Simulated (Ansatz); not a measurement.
Geometry optimisation, RKS PBE/def2-SVP (Ansatz).

Input file:

```yaml
crystal:
  periodic: [false, false, false]
  atoms:
    - { symbol: C, position_ang: [-0.7119, 0.9633, -0.9519] }
    - { symbol: S, position_ang: [-0.755, -0.8083, -1.0739] }
    - { symbol: Sn, position_ang: [0.6453, -1.0566, 0.8489] }
    - { symbol: H, position_ang: [-1.3079, 1.4294, -1.7891] }
    - { symbol: H, position_ang: [0.2756, 1.3919, -1.0812] }
    - { symbol: H, position_ang: [-1.1909, 1.343, 0.007] }
    - { symbol: H, position_ang: [0.94795, -2.80118, 1.17315] }
    - { symbol: H, position_ang: [-0.13186, -0.41696, 2.28098] }
    - { symbol: H, position_ang: [2.22787, -0.26343, 0.61156] }
basis:
  gaussian: { orbitals: def2-SVP }
hamiltonian:
  xc: pbe
relax:
  f_tol: 0.015
  max_steps: 40
```

Launched with:

```bash
$ ansatz run input.yaml --threads 1 --pin off --max-ram 2048MiB --backend cpu --events-out ev --progress --plain --runs-dir out
```

Where does it end, and by what steps?

The forces met the threshold. After 6 steps the energy has fallen by 0.213 eV; H6 moved furthest, 0.17 Å.

| step | energy less start (eV) | largest force component (eV/Å) | accepted |
| --- | --- | --- | --- |
| 0 | 0.0000 | 1.740 | yes |
| 1 | -0.1297 | 1.119 | yes |
| 2 | -0.0820 | 0.907 | no |
| 3 | -0.2092 | 0.146 | yes |
| 4 | -0.2119 | 0.121 | yes |
| 5 | -0.2129 | 0.029 | yes |
| 6 | -0.2131 | 0.005 | yes |

```xyz
9
Properties=species:S:1:pos:R:3
C -0.767 1.062 -1.009
S -0.685 -0.774 -0.997
Sn 0.729 -1.140 0.962
H -1.395 1.337 -1.879
H 0.232 1.523 -1.142
H -1.244 1.465 -0.094
H 0.907 -2.850 1.092
H -0.038 -0.478 2.367
H 2.260 -0.364 0.725
```

Whether the end is a true minimum wasn't checked by a vibrational analysis.

The run took 18 s on 1 thread of Intel(R) Xeon(R) Processor @ 2.70GHz, on a shared host, peak memory 0.14 GiB.
